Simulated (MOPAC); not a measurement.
Diatomic BeH+, closed-shell singlet (the spin of the measured ground state).

Seven points along R, fitted to fifth degree in 1/R; most abundant isotopes. In def2 and cc sets the state is the lowest found near the PBE0 minimum, followed along R. The singlet is held restricted.

The state that PM7 reach isn't checked; PM7 holds dispersion and hydrogen-bond terms.

Run with MOPAC for PM7 (differences of heats of formation). Values without a source in brackets are computed.

Energies at PM7:

```
R (Å)     E (hartree)
--------  -----------
1.233903   0.37089815
1.267073   0.36902243
1.297589   0.36838736
1.332085   0.36876425
1.366581   0.37014442
1.406385   0.37279120
1.452822   0.37705200
```

### Question
With a reduced mass of 0.9065 u, find the minimum, the force constant and the constants.

### Answer
A fifth-degree polynomial in 1/R puts the minimum at r_e = 1.3029 Å with force constant 418 N/m. Then ω_e = (1/2πc)√(k/μ) = 2797 cm⁻¹ and B_e = h/(8π²cμr_e²) = 10.96 cm⁻¹; the cubic and quartic terms give α_e = 0.23 and ω_e x_e = 42 cm⁻¹.
